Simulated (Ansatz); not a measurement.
Geometry optimisation, Ansatz, RKS B3LYP-D4/6-31G.

Input:

```yaml
crystal:
  periodic: [false, false, false]
  atoms:
    - { symbol: Si, position_ang: [-0.1909, -0.1676, 0.0732] }
    - { symbol: F, position_ang: [1.3574, 1.0044, -0.4252] }
    - { symbol: O, position_ang: [-0.9566, -1.5909, 0.1383] }
    - { symbol: O, position_ang: [-1.1076, 0.73, -0.9098] }
    - { symbol: O, position_ang: [0.0628, 0.2492, 1.608] }
    - { symbol: H, position_ang: [1.6295, -0.1434, -0.693] }
    - { symbol: H, position_ang: [1.2842, -1.0605, -0.6597] }
    - { symbol: H, position_ang: [-1.904, -1.6021, 0.2484] }
    - { symbol: H, position_ang: [-0.7958, 1.5856, -1.1959] }
    - { symbol: H, position_ang: [0.6208, 0.9953, 1.8157] }
basis:
  gaussian: { orbitals: "6-31G" }
hamiltonian:
  xc: b3lyp
  dispersion: d4
relax:
  f_tol: 0.15
  max_steps: 25
  restrain:
    - { distance: [0, 6], at: 1.42, k: 30.0 }
    - { distance: [5, 1], at: 0.88, k: 30.0 }
    - { distance: [0, 1], at: 2.98, k: 30.0 }
    - { distance: [5, 6], at: 1.92, k: 30.0 }
output:
  orbitals: {}
```

Launched with:

```bash
$ ansatz run input.yaml --threads 1 --pin off --max-ram 2048MiB --backend cpu --events-out ev --progress --plain --runs-dir out
```

Q: Where does it end, and by what steps?

A: The run converged. The restraints hold the end off the free minimum. Limits of this set-up: no polarisation functions. After 8 steps the energy has fallen by 1.669 eV (the restraints' own energy left out); H6 moved furthest, 0.83 Å. Parted: Si1–F2. Joined: Si1–H7, F2–H6.

```csv
step,energy less start (eV),largest force component (eV/Å),accepted
0,0.0000,2.619,yes
1,-0.2433,3.440,yes
2,-0.5868,4.798,yes
3,-0.9457,4.516,yes
4,-1.5059,2.155,yes
5,-1.6427,1.072,yes
6,-1.6274,1.553,no
7,-1.6662,1.119,yes
8,-1.6687,1.293,yes
```

```xyz
10
Properties=species:S:1:pos:R:3
Si -0.296 -0.481 0.024
F 2.011 1.325 -0.504
O -1.298 -1.826 0.211
O -1.093 0.618 -1.009
O 0.011 0.186 1.563
H 2.188 0.464 -0.799
H 0.928 -0.976 -0.578
H -2.221 -1.779 0.507
H -0.843 1.544 -1.152
H 0.614 0.924 1.738
```

Run time: 69 s on 1 CPU thread of a shared host.
